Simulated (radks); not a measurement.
Results of a calculation; reference values are marked as such.
Question: Excited configurations of the rhodium ion Rh2+: one electron is placed in a higher orbital outside [Kr] 4d6. The ground configuration is [Kr] 4d7. Level of theory: Dirac Kohn-Sham, BLYP, spin-unpolarised, spherical densities, finite nucleus; open shells fill j = l - 1/2 first; Fermi nuclear charge, rms radius 4.4945 fm (a radial shooting solver on a logarithmic mesh with Libxc functionals). Excitation = E - E(ground); binding = E(ion) - E, where the ion is the core of charge +3; n* = 3/sqrt(2 binding) in atomic units, and the quantum defect is n - n*.

| outer orbital | excitation (eV) | binding (eV) | n* | quantum defect | eigenvalue (eV) | <r> (bohr) |
|---|---|---|---|---|---|---|
| 4f5/2 | 23.987 | 8.158 | 3.874 | 0.126 | -6.203 | 5.226 |
| 5p1/2 | 12.538 | 19.607 | 2.499 | 2.501 | -16.012 | 3.030 |
| 5d3/2 | 20.531 | 11.614 | 3.247 | 1.753 | -9.302 | 4.432 |
| 5f5/2 | 26.517 | 5.628 | 4.665 | 0.335 | -4.531 | 8.944 |
| 6s1/2 | 20.349 | 11.796 | 3.222 | 2.778 | -10.066 | 5.346 |
| 6d3/2 | 25.126 | 7.019 | 4.177 | 1.823 | -5.829 | 8.053 |
| 6f5/2 | 28.121 | 4.024 | 5.516 | 0.484 | -3.343 | 13.61 |
| 7s1/2 | 25.072 | 7.073 | 4.161 | 2.839 | -6.011 | 8.900 |
| 7p1/2 | 26.001 | 6.144 | 4.464 | 2.536 | -5.231 | 9.945 |

Estimate the row for 7f5/2.

Answer: excitation (eV) 29.137; binding (eV) 3.008; n* 6.380; quantum defect 0.620; eigenvalue (eV) -2.547; <r> (bohr) 19.26. The Delta-SCF ionisation energy is 32.145 eV (NIST Atomic Spectra Database: 31.060 eV, semi-empirical). Self-interaction in the functional shifts the binding energies and quantum defects, so they are the method's values and not measured ones. Spin polarisation and multiplet splitting are left out, so open shells lie too high by an amount that depends on their filling.

Beside tabulated values, note that spin-unpolarised runs miss the spin-polarisation part of the exchange energy of open shells.
